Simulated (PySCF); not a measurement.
Substituent chemical shifts

Parent skeleton `[CH3:1][SiH:2]([F:3])[Cl:4]`; one hydrogen on atom 2 is replaced by X. Hydrogens on one atom are averaged.

[PySCF 2.14: GIAO PBE0/pcSseg-1 shieldings; geometry from GFN2-xTB; a single conformation; averaged over atoms made equivalent by symmetry, fast rotation or ring inversion; in vacuum; non-relativistic Hamiltonian]

Scale: TMS for 13C and 29Si and 1H; 19F against CFCl3; 35Cl vs HCl (reference shieldings calculated alike).

(1) Order these by the shift of H(C1), most shielded first.
A. X = CF=CF2
B. X = cPr
C. X = propynyl

(2) Order these by the shift of Si2, most shielded first.
A. X = CH2Cl
B. X = CF=CF2
C. X = CH2CF3
D. X = nPr
E. X = isopropenyl
F. X = CHF2

(3) Order these by the shift of Cl4, most shielded first.
A. X = CH2CF3
B. X = CHF2
C. X = propynyl
D. X = isopropenyl
E. X = CH2Cl
F. X = CF=CF2

## Answers

(1) B (0.34 ppm), C (0.52 ppm), A (0.74 ppm).

(2) B (10.6 ppm), F (12.4 ppm), E (14.7 ppm), A (21.6 ppm), C (26.0 ppm), D (31.0 ppm).

(3) B (40.8 ppm), E (45.4 ppm), D (53.4 ppm), F (63.1 ppm), A (70.1 ppm), C (74.2 ppm).

Unscaled 19F shifts against computed CFCl3 carry errors that often reach 10 to 50 ppm.
